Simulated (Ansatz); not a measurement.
Job for Ansatz (a program for electronic structure): R-r2SCAN/def2-TZVPP on H2 (SMILES [H][H]).

Ansatz 0.2 input:
```yaml
crystal:
  periodic: [false, false, false]
  atoms:
    - {symbol: H, position_ang: [-0.37198637, -0.00000000, 0.00000000]}
    - {symbol: H, position_ang: [0.37198637, 0.00000000, -0.00000000]}
basis:
  gaussian:
    orbitals: def2-TZVPP
hamiltonian:
  xc: {name: r2SCAN}
scf: {lower_state_search: off}
```

Question: Give the final energy of this run.

Answer: -1.1713 hartree.
